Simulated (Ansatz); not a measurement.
CuO₂H₄, that is [Cu(H2O)2]+ with one electron more. Charge 0, multiplicity 2. Geometry PBE0-D4/def2-TZVP, that of the charge +1 singlet; atoms count from 1.

```csv
atom,x (Å),y (Å),z (Å)
Cu1,-0.001,0.000,-0.002
O2,-1.057,-1.456,0.629
H3,-1.828,-1.802,0.167
H4,-1.118,-1.716,1.555
O5,1.052,1.456,-0.639
H6,1.182,1.659,-1.571
H7,1.769,1.860,-0.139
```

(1) Estimate the Mulliken populations from the PBE0/def2-TZVP orbitals of Ansatz.

(2) Where does the spin sit?

Results:

(1) 
```
atom  charge (e)  spin (α − β)  d electrons
 Cu1       -0.20          0.76         9.88
  O2       -0.47         -0.09            –
  H3        0.29          0.11            –
  H4        0.29          0.11            –
  O5       -0.47         -0.09            –
  H6        0.29          0.11            –
  H7        0.29          0.11            –
```
Mulliken values and Mayer orders depend strongly on the basis.

(2) Summed by element: Cu 0.76, O -0.18, H 0.42, of 1 unpaired in all. Largest on single atoms: Cu1 0.76, H7 0.11, H4 0.11.
